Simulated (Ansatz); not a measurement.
Total energies of `[OH][GeH2][F]`.

```csv
atom,x (Å),y (Å),z (Å)
O1,0.418,-1.072,0.757
Ge2,-0.331,0.250,-0.133
F3,0.661,1.661,0.086
H4,1.263,-1.348,0.395
H5,-0.336,-0.004,-1.646
H6,-1.674,0.513,0.541
```

The species carries charge 0 and has multiplicity 1. Correlated methods include outer-core shells of Ge, which these sets cover unevenly. Scalar relativity is left out up to krypton. The geometry is a stationary point of PBE0-D4/def2-TZVP. It is one conformer, not always the lowest. Basis def2-TZVPP, the Gaussian-basis code of Ansatz.

RPA on PBE orbitals: Hartree–Fock energy of these orbitals -2251.50282 Eh, correlation -1.15166 Eh (frozen core).

```csv
functional,energy without D4 (Eh),D4 term (kJ/mol)
PBE,-2253.51864,-7.4
revPBE,-2253.79048,-23.2
BLYP,-2254.04689,-16.6
r2SCAN,-2253.92679,-1.7
B97M-V,-2253.56694,–
PBE0,-2253.57302,-6.1
r2SCANh,-2253.90824,-1.8
HSE06 (plane-wave form),-2253.56609,-5.6
BHLYP,-2253.92009,-9.0
CAM-B3LYP,-2254.09129,-6.1
ωB97X-V,-2253.76411,–
ωB97M-V,-2253.84503,–
B2PLYP,-2253.54631,–
PBE-QIDH,-2253.22917,–
```

Problem. Give the same for LDA (SPW92), B3LYP, r2SCAN0, LC-ωPBE. (Best estimate.)

Solution. Computed: 
```csv
functional,energy without D4 (Eh),D4 term (kJ/mol)
LDA (SPW92),-2249.65940,–
B3LYP,-2254.06308,-12.0
r2SCAN0,-2253.88176,-2.0
LC-ωPBE,-2253.64820,–
```

B3LYP takes the VWN-RPA correlation (the form of Gaussian; ORCA's B3LYP/G). HSE06 is the plane-wave form, built on full-range PBE exchange. The double hybrids freeze the cores in their second-order part.

LC-ωPBE has ω = 0.4 bohr⁻¹.
